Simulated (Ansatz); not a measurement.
Mulliken charges of `[F][GaH]` radical from PBE/def2-TZVPP in Ansatz (PBE0-D4/def2-TZVP geometry).

```csv
atom,x (Å),y (Å),z (Å),charge (e)
F1,-1.252,0.451,-0.645,-0.328
Ga2,0.292,0.470,0.214,0.364
H3,0.949,-0.986,0.417,-0.035
```

Q: By hand: the dipole of these point charges (1 e Å = 4.8032 D).

A: Σ q r = (0.484, 0.058, 0.275) e Å, of length 0.560 e Å = 2.69 D.

Q: How does the dipole of the full density compare? (Estimate.)

A: The calculation gave: (0.365, 0.028, 0.206) e Å, 2.02 D; the point charges give 1.33 times that, at 2° from its direction.

Point charges leave out the atoms' own dipoles, such as those of lone pairs, and Mulliken's split depends on the basis, so the two needn't agree.
